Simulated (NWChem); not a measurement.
System: MoH$_{2}$S$_{4}$; SMILES [Mo]([SH])([SH])(=[S])=[S]

The following NWChem deck was run.

```
start job
memory heap 200 mb stack 900 mb global 1100 mb
geometry units angstroms noautoz
  Mo     0.003816    -0.002273     0.123875
  S     -1.711257    -0.043023     1.371928
  S      1.814134     0.043219     1.229024
  S     -0.147793    -1.935325    -1.157311
  H      1.151656    -1.884943    -1.582346
  S      0.051038     1.925489    -1.173284
  H     -1.278577     1.873656    -1.491400
end
basis spherical
  * library def2-tzvpd
end
ecp
  Mo library def2-ecp
end
dft
  xc xpbe96 cpbe96
  iterations 150
  semidirect filesize 400000000
  mulliken
end
task dft gradient
```

Excerpt of the output:

```
             Northwest Computational Chemistry Package (NWChem) 7.3.0
             --------------------------------------------------------

 C2  symmetry detected

                             Geometry "geometry" -> ""
                             -------------------------

 Output coordinates in angstroms (scale by  1.889725989 to convert to a.u.)

  No.       Tag          Charge          X              Y              Z
 ---- ---------------- ---------- -------------- -------------- --------------
    1 Mo                  42.0000     0.00000000     0.00000000     0.06416198
    2 S                   16.0000     0.50340213    -1.69134453     1.24172867
    3 S                   16.0000    -0.50340213     1.69134453     1.24172867
    4 S                   16.0000     1.88918908     0.40912463    -1.22606930
    5 H                    1.0000     1.49548503     1.66549287    -1.59795147
    6 S                   16.0000    -1.88918908    -0.40912463    -1.22606930
    7 H                    1.0000    -1.49548503    -1.66549287    -1.59795147

 Effective nuclear repulsion energy (a.u.)     906.7388893117

      Symmetry information
      --------------------

 Group name             C2
 Group number              4
 Group order               2
 No. of unique centers     4

 Summary of "ao basis" -> "ao basis" (spherical)
 ------------------------------------------------------------------------------
       Tag                 Description            Shells   Functions and Types
 ---------------- ------------------------------  ------  ---------------------
 Mo                        def2-tzvpd               14       40   6s4p3d1f
 S                         def2-tzvpd               16       46   6s6p3d1f
 H                         def2-tzvpd                5        9   3s2p

      Symmetry analysis of basis
      --------------------------

        a         123
        b         119

            General Information
            -------------------
          SCF calculation type: DFT
          Wavefunction type:  closed shell.
          No. of atoms     :     7
          No. of electrons :    80
           Alpha electrons :    40
            Beta electrons :    40
          Charge           :     0
          Spin multiplicity:     1
          Use of symmetry is: on ; symmetry adaption is: on
          Maximum number of iterations: 150
          AO basis - number of functions:   242
                     number of shells:    88
          Convergence on energy requested:  1.00D-06
          Convergence on density requested:  1.00D-05
          Convergence on gradient requested:  5.00D-04

              XC Information
              --------------
          PerdewBurkeErnzerhof Exchange Functional  1.000
            Perdew 1991 LDA Correlation Functional  1.000 local
           PerdewBurkeErnz. Correlation Functional  1.000 non-local

             Grid Information
             ----------------
          Grid used for XC integration:  medium
          Radial quadrature: Mura-Knowles
          Angular quadrature: Lebedev.
          Tag              B.-S. Rad. Rad. Pts. Rad. Cut. Ang. Pts.
          ---              ---------- --------- --------- ---------
          Mo                  1.45      123          13.0       590
          S                   1.00       88          15.0       590
          H                   0.35       45          14.0       434
          Grid pruning is: on
          Number of quadrature shells:   344
          Spatial weights used:  Erf1

      Superposition of Atomic Density Guess
      -------------------------------------

 Sum of atomic energies:       -1668.17264513

      Non-variational initial energy
      ------------------------------

 Total energy =   -1659.111691
 1-e energy   =   -3247.797644
 2-e energy   =    1120.088771
 HOMO         =      -0.313717
 LUMO         =      -0.104232

      Symmetry analysis of molecular orbitals - initial
      -------------------------------------------------

  Numbering of irreducible representations:

     1 a           2 b

  Orbital symmetries:

     1 a           2 b           3 a           4 b           5 a
     6 b           7 a           8 b           9 a          10 b
    11 a          12 b          13 a          14 b          15 a
    16 b          17 a          18 b          19 a          20 b
    21 a          22 b          23 a          24 b          25 a
    26 b          27 a          28 b          29 a          30 b
    31 a          32 a          33 b          34 a          35 b
    36 b          37 a          38 a          39 b          40 b
    41 a          42 a          43 b          44 b          45 a
    46 a          47 b          48 a          49 b          50 b

[...]

                         DFT ENERGY GRADIENTS

    atom               coordinates                        gradient
                 x          y          z           x          y          z
   1 Mo      0.000000   0.000000   0.121249    0.000000   0.000000  -0.000475
   2 S       0.951292  -3.196178   2.346527    0.000406  -0.001650   0.001094
   3 S      -0.951292   3.196178   2.346527   -0.000406   0.001650   0.001094
   4 S       3.570050   0.773133  -2.316935    0.002296  -0.003252   0.000210
   5 H       2.826057   3.147325  -3.019690   -0.001208   0.003488  -0.001067
   6 S      -3.570050  -0.773133  -2.316935   -0.002296   0.003252   0.000210
   7 H      -2.826057  -3.147325  -3.019690    0.001208  -0.003488  -0.001067
```

Level: PBE/def2-TZVPD with def2 effective core potentials on Mo. The geometry was optimised at PBE-D3(BJ)/def2-SVP. No frequency run checked for a minimum. def2 effective core potentials on Mo; no spin-orbit coupling.
